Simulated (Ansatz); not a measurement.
C3H3BF2: structure from calculated spectroscopic constants

These gas-phase data were calculated for one isomer of C3H3BF2 at PBE-D3(BJ)/def2-SVP (harmonic, unscaled wavenumbers; equilibrium rotational constants with average atomic masses):

```
rotational constants            : 7.507, 2.514, 2.127 GHz
all wavenumbers above 1500 cm⁻¹ : 3253, 3203, 2995, 1731
```

Candidates:

(1) `FB(F)C1C=C1`, a singlet
(2) `C=C=CB(F)F`, a singlet

Which structure fits?

Candidate (1). No mode falls between 1950 and 2350 cm⁻¹, where the C=C=X stretch of (2) would stand.

The same quantities for all candidates:

```tsv
	rotational constants (GHz)	wavenumbers above 1500 cm⁻¹	E above the lowest, PBE-D3(BJ)/def2-SVP (kcal/mol)
(1)	7.507, 2.514, 2.127	3253, 3203, 2995, 1731	24.1
(2)	8.861, 1.975, 1.634	3155, 3073, 3067, 2004	0.0
```

Harmonic stretches to hydrogen usually lie a few per cent above observed fundamentals. Each candidate is one conformer. Programs: Ansatz 0.2.0.
